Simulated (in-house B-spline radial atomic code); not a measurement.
RPA and G0W0 for Ge IV (Ge3+), [Ar] 3d10 4s1, highest spin, as one setting changes: the share of exact exchange in the PBE hybrid start. A dash marks a level of low quasi-particle weight. Computed with a B-spline radial code for spherical atoms: all electrons, scalar-relativistic (spin-free one-electron X2C), finite nucleus, each spin shell either full or empty, empty states to l = 9 with an (l + 1/2)⁻⁴ tail; G0W0 by contour deformation at full frequency.

RPA overbinds a lone outer s electron by self-correlation, and G0W0 tends to as well.

```
share of exact exchange in the PBE hybrid start  mean-field level (eV)  G0W0 level (eV)  RPA correlation (Eh)
                                              0                 -41.15     4s up -46.70               -2.2182
                                            0.1                 -41.57     4s up -46.63                -2.195
                                            0.2                 -41.99     4s up -46.56               -2.1726
                                            0.3                      ?                ?                     ?
                                            0.4                 -42.83     4s up -46.43               -2.1301
                                            0.5                 -43.25     4s up -46.37               -2.1098
                                            0.6                 -43.66     4s up -46.31               -2.0902
                                            0.7                      ?                ?                     ?
                                            0.8                 -44.49     4s up -46.19               -2.0525
                                            0.9                 -44.90     4s up -46.13               -2.0345
                                              1                 -45.31     4s up -46.07               -2.0169
```

Problem. What belongs in the row for 0.3?

Solution. mean-field level (eV): -42.41; G0W0 level (eV): 4s up -46.50; RPA correlation (Eh): -2.151.

Problem. What belongs in the row for 0.7?

Solution. mean-field level (eV): -44.08; G0W0 level (eV): 4s up -46.25; RPA correlation (Eh): -2.0711.
